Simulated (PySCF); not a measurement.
Structure problem from calculated spectra and properties.

Formula: C5H12BN.

| Item | Value |
| --- | --- |
| Valence photoelectron | vertical ionisation energy: 8.79 eV [ΔSCF PBE0/def2-SVPD] |
| NMR, other nuclei | isotropic shieldings of nuclei other than C and H, by class: 60 (1 B), 114 (1 N) ppm [GIAO PBE0/pcSseg-1] |
| UV, first state | lowest singlet excitation: 6.32 eV (196 nm, f = 0.003) [TDDFT PBE0/def2-SVPD] |
| Rotational structure | rotational constants A, B, C: 5.729, 1.784, 1.449 GHz [PBE0-D3(BJ)/def2-SVP] |
| UV, strongest line | among the 10 lowest singlet transitions: S2 at 6.43 eV (193 nm, f = 0.184) [TDDFT PBE0/def2-SVPD] |
| Dipole | 1.99 D [PBE0/def2-SVPD] |
| Polarisability | 81.5 au [PBE0/def2-SVPD] |
| 13C NMR | chemical shifts (computed TMS as zero) by class: 52.1 (2 C), 29.4 (2 C), 2.9 (1 C) ppm [GIAO PBE0/pcSseg-1] |

Electronic properties: PySCF, gas phase, density fitting. Levels stand in brackets. Isolated species at its PBE0-D3(BJ)/def2-SVP geometry (one conformer only). NMR classes are plain means over equivalent atoms (diastereotopic ones count apart unless rotation or inversion swaps them), as if these changed places fast.

Question: What is the compound? Reason from the data.

Answer: Numbering: `[CH3:1][BH:2][N:3]1[CH2:4][CH2:5][CH2:6][CH2:7]1`. 5 carbons fall into 3 classes; from least to most shielded: ring sp3 carbon bound to nitrogen [C4/C7] (52.1 ppm, 2 C, up to 8.0 ppm apart in this geometry), ring CH2 carbon [C5/C6] (29.4 ppm, 2 C), chain sp3 carbon bound to boron [C1] (2.9 ppm). The other shieldings belong to: 60 ppm, three-coordinate boron [B2]; 114 ppm, boron-bound nitrogen [N3]. The first electron is taken from the HOMO, whose largest Löwdin shares are 0.47 on the boron-bound nitrogen, 0.12 on the three-coordinate boron, 0.10 on an sp3 carbon bound to nitrogen and 0.09 on an sp3 carbon bound to nitrogen. The optimised geometry has point group C1 and is an asymmetric top. Structure: `CBN1CCCC1`. Computed isomers that give other values at the same levels: `NBC1CCCC1` (13C chemical shifts (computed TMS as zero) by class: 36.9 (1 C), 33.0 (2 C), 27.6 (2 C) ppm); `C=CCBN(C)C` (rotational constant A: 4.841 GHz; this holds for the one conformer computed); `C=C(C)BN(C)C` (rotational constant A: 4.776 GHz; this holds for the one conformer computed). The assignments are read from this structure; whether some other isomer fits the data as well wasn't checked.
